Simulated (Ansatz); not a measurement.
A series at Ge: from `[OH][Ge]([OH])([OH])[Cl]`, ligands are replaced one by one, each step taking up HCl and setting free H₂O; n counts the steps. Ansatz, PBE0-D4/def2-TZVP geometries. Each molecule was computed in one conformer, which needn't be the lowest.

```
n                    molecule  HOMO energy, ωB97M-V/def2-TZVPP (eV)
0  `[OH][Ge]([OH])([OH])[Cl]`                                -11.67
1  `[OH][Ge]([OH])([Cl])[Cl]`                                     ?
2  `[OH][Ge]([Cl])([Cl])[Cl]`                                -11.77
3  `[Cl][Ge]([Cl])([Cl])[Cl]`                                -11.92
```

By hand: fit a straight line y = ȳ + b (n − n̄) to the 3 given rows and predict n = 1.

n̄ = 1.667, ȳ = -11.787; Σ(n − n̄)(y − ȳ) = -0.367, Σ(n − n̄)² = 4.667, so b = -0.079 eV a step. Prediction: -11.787 + (-0.079) × (-0.667) = -11.73 eV.

By hand: compare with the computed value, -11.64 eV, and give the steps along the whole series.

The line misses by 0.09 eV (computed minus predicted). Steps: 0.03, -0.13, -0.15 eV.

The steps change sign along the series, so a line is a poor guide. The highest orbital can change its character along such a series. The miss is 32.1 % of the series' range.
